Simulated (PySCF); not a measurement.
Compound: C₅H₈OS₂Si.
Structure used (GFN2-xTB), in Å, numbered top down from 1:
```
atom  x, y, z in Å
Si1    2.3547    0.8732   -0.3967
S2     2.2874   -1.2449   -0.0480
C3     0.7996   -1.3912    1.0393
C4    -0.4012   -0.8336    0.3954
C5    -1.3923   -1.3976   -0.3512
C6    -2.2443   -0.3430   -0.7642
C7    -1.6984    0.7920   -0.2427
S8    -2.1993    2.4655   -0.3457
O9    -0.5833    0.5144    0.4615
H10    2.0850    1.5344    0.8745
H11    3.7154    1.0735   -0.8602
H12    1.3698    1.2359   -1.4085
H13    0.6852   -2.4568    1.2211
H14    1.0297   -0.8706    1.9679
H15   -1.5049   -2.4374   -0.5785
H16   -3.1304   -0.4119   -1.3592
H17   -1.1797    2.9100    0.3853
```

Definitions: NICS(0) = −σiso at the ring centroid; NICS(1) = −σiso and NICS(1)zz = −σzz at ±1 Å along the ring normal z. Level: GIAO PBE0/pcSseg-1 (PySCF, non-relativistic, gas phase) on the GFN2-xTB geometry, one conformer.

Ring bond lengths (Å), with Mayer bond orders in brackets: C4–C5 1.363 (1.57), C5–C6 1.417 (1.27), C6–C7 1.363 (1.53), C7–O9 1.348 (1.05), O9–C4 1.362 (1.00).

Task: Give the NICS values of each ring in ppm.

Result: 
```csv
ring,type,NICS(0),"NICS(1), two faces","NICS(1)zz, two faces",rms pucker (Å),"centre to ring atoms, mean (Å)"
C4–C5–C6–C7–O9,5-membered ring with O; formal bonds all aromatic,-11.0,-9.0 / -9.1,-21.0 / -22.4,0.00,1.17
```

Task: What do they say, and how far can they be read as aromaticity?

Result: 
- C4–C5–C6–C7–O9: mean NICS(1)zz -21.7 ppm, shielded. The ring is flat and has no four-coordinate atom; by the NICS criterion it is aromatic.

Task: How equal are the bonds by HOMA? HOMA = 1 − mean of α(R − Ropt)² over the ring bonds, with Krygowski's 1993 parameters (CC: Ropt 1.388 Å, α 257.7 Å⁻²; CO: Ropt 1.265 Å, α 157.38 Å⁻²).

Result: 
- C4–C5–C6–C7–O9: HOMA 0.38; the largest term is that of O9–C4, α(R − Ropt)² = 1.48.

Task: At the first NICS(1) probe listed for ring C4–C5–C6–C7–O9, 1 Å off the ring, how large is the induced field along the normal in 9.4 T applied along it?

Result: NICSzz × B0 = -21.0 ppm × 9.4 T = -197 μT, against the applied field.

Task: List the ring angles and the Hirshfeld charges of the ring atoms.

Result: 
- C4–C5–C6–C7–O9: C4 109.8° (+0.047 e), C5 106.8° (-0.083 e), C6 105.5° (-0.100 e), C7 111.1° (+0.037 e), O9 106.8° (-0.049 e); sum 540.0° against 540° for a flat convex ring.
